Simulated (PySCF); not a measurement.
Ga(Br)2(OH) (Br2GaHO), SMILES [Br][Ga]([OH])[Br].

Geometry: PBE0-D3(BJ)/def2-SVP. The structure was generated by enumeration; whether it is a known compound was not checked. The values are those of a single conformer.

These are TDA-PBE/def2-SVPD (PySCF) values and carry that method's errors.

Vertical excitations. Isolated molecule, no solvent. State labels are in the subgroup Cs.

```
state  symmetry  energy (eV)  λ (nm)      f                                                                  main pairs
-----  --------  -----------  ------  -----  --------------------------------------------------------------------------
S1           A'         4.80     258  0.017                                                              HOMO→LUMO 99 %
S2           A"         4.94     251  0.000                                                           HOMO−1→LUMO 100 %
S3           A"         5.03     246  0.003                                                           HOMO−3→LUMO 100 %
S4           A'         5.10     243  0.031                                                            HOMO−2→LUMO 95 %
S5           A"         5.52     224  0.000                                                           HOMO→LUMO+1 100 %
S6           A"         5.78     215  0.000                                                         HOMO−2→LUMO+1 100 %
S7           A"         5.86     212  0.043                                                            HOMO−4→LUMO 99 %
S8           A'         5.88     211  0.001                    HOMO−1→LUMO+1 56 %, HOMO−5→LUMO 31 %, HOMO−3→LUMO+1 12 %
S9           A'         6.08     204  0.044  HOMO−3→LUMO+1 42 %, HOMO−1→LUMO+1 27 %, HOMO−6→LUMO 15 %, HOMO−5→LUMO 14 %
S10          A'         6.58     188  0.141   HOMO−5→LUMO 32 %, HOMO−3→LUMO+1 26 %, HOMO−4→LUMO+1 17 %, HOMO→LUMO+2 9 %
T1           A'         4.47     277      0                                                             HOMO→LUMO 100 %
T2           A"         4.67     266      0                                                           HOMO−1→LUMO 100 %
T3           A'         4.71     263      0                                                           HOMO−2→LUMO 100 %
T4           A"         4.75     261      0                                                            HOMO−3→LUMO 99 %
```
Triplets are in the Tamm–Dancoff approximation.
